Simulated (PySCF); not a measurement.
## How methods differ on the ionisation energy of Mo³¹⁺

Mo³¹⁺ [Ne] 3s1 (2S) → Mo³²⁺ [Ne] (1S), as a difference of total energies. All numbers are calculated (PySCF 2.14, scalar relativity by spin-free X2C-1e, in an uncontracted even-tempered set (18 s from 4.4 bohr⁻², ratio 2.5; 11 p from 5.7 bohr⁻², ratio 2.5; 4 d from 22 bohr⁻², ratio 2.7; 4 f from 32 bohr⁻², ratio 2.7)). Correlated levels: outer shells: 1s2 frozen; virtual orbitals above 40 to 60 times the deepest correlated orbital energy dropped. The calculations carry no spin-orbit coupling.

| method | ionisation energy (eV) | difference from reference (eV) |
| --- | --- | --- |
| UHF | 1790.1 | -0.8 |
| LDA | 1792.6 | +1.7 |
| PBE | 1794.6 | +3.7 |
| PBE0 | 1793.6 | +2.7 |
| r2SCAN | 1789.7 | -1.2 |
| B3LYP | 1794.3 | +3.4 |
| revPBE | 1794.0 | +3.1 |
| MP2 (outer shells) | 1790.8 | -0.1 |
| SCS-MP2 (outer shells) | 1790.7 | -0.2 |

Reference: 1790.93 ± 0.06 eV (semi-empirical (NIST evaluation); NIST Atomic Spectra Database, ionization energies).

Breit and QED terms and the two-electron picture change are absent.
